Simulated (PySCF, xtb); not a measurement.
dimethyl selenide (C2H6Se), SMILES C[Se]C.

Coordinates come from a PBE-D3(BJ)/def2-SVP optimisation.

The numbers are results of C-PCM-B3LYP/def2-SVP in PySCF, not measurements.

The values are the electrostatic part of the solvation free energy, E(continuum) − E(gas) at the gas-phase geometry, in a cavity of scaled van der Waals radii (PySCF's table); cavitation and dispersion terms are not included. In vacuum the orbital gap is 6.14 eV. The dipole moment in vacuum is 1.33 D.

Question: Estimate the values in water (ε = 78.36), dimethylsulfoxide (ε = 46.83), acetonitrile (ε = 35.69). (Estimate from the structure and the level; the computed values follow.)

Answer: 
```csv
solvent,ε,ΔG(elec) (kcal/mol),dipole (D),gap (eV)
water,78.36,-2.5,1.82,6.31
dimethylsulfoxide,46.83,-2.5,1.82,6.31
acetonitrile,35.69,-2.5,1.81,6.31
```

For comparison, GFN2-xTB/ALPB(water) (xtb, at the GFN2-xTB geometry, all terms of that model) gives -1.6 kcal/mol.
